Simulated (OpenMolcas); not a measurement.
## Ni4+, Pd4+, Pt4+: d6 down the group

```json
{
 "Program": "OpenMolcas",
 "Method": "RASSCF",
 "Basis": "ANO-R2",
 "Scalar Hamiltonian": "X2C, finite nucleus",
 "Spin-orbit coupling": "state interaction with AMFI integrals over the reference wave functions, term energies averaged over their components"
}
```

Active space for each ion: 12 electrons in 8 orbitals (RAS1 p, at most 2 holes; RAS2 d).

Computed levels in cm-1 above 5D4:

```
                               Level   Ni4+   Pd4+   Pt4+
                                 5D3    852   2056   7596
                                 5D2   1435   3143   6693
                                 5D1   1806   3892  10989
                                 5D0   1987   4239  11212
                              3P1(1)  30729  26495  44033
                                 3H6  31628  23523  25015
                                 3H5  32007  23817  24638
                              3F3(1)  32593  24868  28066
                              3F2(1)  32926  25623  28923
weight of 5D in the lowest level (%)    100     98     82
```

Mixed levels, with the weight of the term that names them: Pt4+ 5D2 (61 %), Pt4+ 3P1(1) (68 %), Pt4+ 3H5 (51 %), Pt4+ 3F3(1) (55 %), Pt4+ 3F2(1) (71 %).

Measured, with the error of the calculation in %. Measured levels: Ni4+ from Corliss and Sugar, J. Phys. Chem. Ref. Data 10, 197 (1981).

```csv
Level,Ni4+
5D3,890 (-4.2)
5D2,1490 (-3.7)
5D1,1872 (-3.5)
5D0,2058 (-3.4)
3P1(1),28698 (+7.1)
3H6,27111 (+16.7)
3H5,27578 (+16.1)
3F3(1),29571 (+10.2)
3F2(1),29899 (+10.1)
```

The fine-structure level 5D0 changes by a factor of 5.64 from Ni4+ to Pt4+.

Without spin-orbit coupling 3P(1) lies 28549, 21080, 20085 cm-1 above 5D in that order; the difference to the level 3P1(1), of either sign, comes from spin-orbit coupling, which also lowers the zero.

Without dynamic correlation excited terms often stand tens of per cent too high (terms of higher spin than the ground term too low), and those without a measured partner can miss by more than the paired ones. Active for correlation alone: 3p; no level in the range computed is led by a configuration that opens it, so any true level of that kind is missing (holds for Ni4+). Active for correlation alone: 4p; no level in the range computed is led by a configuration that opens it, so any true level of that kind is missing (holds for Pd4+). Active for correlation alone: 5p; no level in the range computed is led by a configuration that opens it, so any true level of that kind is missing (holds for Pt4+). Computed and measured levels are paired by configuration, term and J; levels that our copy of the source lacks, or whose pairing is in doubt (as where it misses far off the trend of its configuration), stay unpaired and out of the deviations. Only configurations of the active space appear.

A number in round brackets counts repeated terms of one configuration in the order of the reference energies.
